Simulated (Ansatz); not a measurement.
`[OH][GeH2][SnH3]` + `C#C` → `C#[C][GeH2][OH]` + `[SnH4]`  (formal exchange of groups at a Ge–Sn bond)

Isolated molecules relaxed with PBE0-D4/def2-TZVP in Ansatz; ΔE leaves out vibrations. CCSD(T)/CBS is the MP2 limit (def2-TZVPP, def2-QZVPP) plus CCSD(T) − MP2 in def2-TZVPP, frozen cores. This one scheme is used for every species. Functionals use def2-TZVPP. HSE06 is defined as in plane-wave codes. Elements past krypton have def2 core potentials. For Ge, Sn outer-core shells are correlated without core-valence functions, which leaves a few kJ/mol of doubt a bond. Scalar relativity is left out up to krypton. Each species was taken in one conformer, which may not be the lowest.

`[OH][GeH2][SnH3]`:

Cartesian coordinates in Å:
```
O 0.388 1.145 1.875
Ge 0.925 0.654 0.239
Sn -0.762 -1.058 -0.779
H -0.444 1.623 1.859
H 1.056 1.911 -0.650
H 2.313 0.044 0.485
H -2.342 -0.410 -0.707
H -0.391 -1.385 -2.414
H -0.741 -2.525 0.091
```

`C#C`:

```xyz
4

C    -0.530    0.279    0.003
C     0.530   -0.279   -0.003
H    -1.472    0.775    0.007
H     1.472   -0.775   -0.007
```

`C#[C][GeH2][OH]`:

Cartesian coordinates in Å:
```
C -0.393 1.044 -2.051
C -0.094 0.462 -1.040
Ge 0.426 -0.474 0.520
O -0.848 -0.118 1.708
H -0.666 1.564 -2.941
H 1.783 0.048 1.018
H 0.482 -1.983 0.233
H -0.690 -0.544 2.554
```

`[SnH4]`:

Z-matrix (Å, degrees):
```
Sn
H 1 1.704
H 1 1.704 2 109.5
H 1 1.704 2 109.5 3 -120.0
H 1 1.704 2 109.5 3 120.0
```

```tsv
level	ΔE (kJ/mol)	difference from CCSD(T)/CBS
LDA (SPW92)	28.1	3.2
B97M-V	8.6	-16.3
PBE0-D4	26.8	1.9
B2PLYP	19.9	-5.0
PBE-QIDH	18.2	-6.7
PBE0	25.9	1.0
r2SCAN0	22.6	-2.3
HSE06	26.0	1.1
CCSD/def2-TZVPP	12.8	-12.1
MP2/CBS(def2)	25.1	0.2
CCSD(T)/CBS	24.9	0
```

Largest T1 diagnostic among the species: 0.013.

From BLYP to BHLYP (50 % exact exchange), in def2-TZVPP and without D4, ΔE moves by −9.1 kJ/mol. Leaving LDA and LC-ωPBE aside and taking each functional with its dispersion term where it has one, the values, not all of them listed here, spread over 22.0 kJ/mol, from B97M-V to PBE-D4. At CCSD(T), def2-SVP lies −11.4 kJ/mol from the extrapolated value and def2-TZVPP −12.3 kJ/mol.
